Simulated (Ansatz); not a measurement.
Li₅H₁₀⁻, relaxed as a singlet with RKS PBE-D4/def2-TZVPD in Ansatz, starting from the GFN1-xTB geometry. Force threshold 0.02 eV/Å.

In the singlet, H9 and H12 lie 0.77 Å apart, H6 and H11 lie 0.77 Å apart (atoms count from 1), so H2 has formed as a molecule. Another isomer (singlet) lies 0.13 eV lower at PBE0-D4/def2-TZVPD; other spin states weren't run for this one.

Start:

```csv
atom,x (Å),y (Å),z (Å)
Li1,-1.388,0.571,1.878
Li2,1.019,-1.409,1.675
Li3,1.385,-1.254,-0.649
Li4,0.776,0.884,0.546
Li5,-1.555,1.160,-0.395
H6,-1.971,2.264,-1.791
H7,-0.238,-0.559,2.570
H8,2.188,-0.198,0.696
H9,2.325,-1.335,-2.212
H10,-2.733,0.488,0.727
H11,-2.662,2.027,-1.512
H12,2.384,-2.056,-1.917
H13,-0.066,0.016,-0.950
H14,1.074,-2.638,0.402
H15,-0.537,2.040,0.931
```

(1) Estimate the energy that the relaxation releases and the steps that it takes.

(2) Does the start keep its bonding and symmetry?

(3) Predict the relaxed structure.

Answers

(1) 26.2 kJ/mol, in 16 steps; 18 s on 4 threads of Arm Neoverse V2 on a shared host. The force fell under the threshold at step 9, but the optimiser went on and released 0.013 eV more. No frequencies were taken in this run, so the end may be a saddle point.

(2) Bonds lost: Li3–H9, Li5–H6 (atoms count from 1).

(3) 
Cartesian coordinates in Å:
```
Li -1.526 0.584 1.794
Li 1.045 -1.528 1.567
Li 1.315 -1.020 -0.712
Li 0.837 0.924 0.891
Li -1.319 1.144 -0.479
H -2.572 2.449 -1.706
H -0.083 -0.347 2.298
H 2.212 -0.265 0.758
H 2.703 -1.877 -2.166
H -2.727 0.491 0.459
H -2.948 2.024 -1.192
H 2.412 -2.373 -1.660
H 0.205 0.355 -0.985
H 1.042 -2.604 0.126
H -0.598 2.043 1.006
```
Bond lengths (bridged metal pairs left out): 14 × H–Li 1.79 to 1.90 Å.
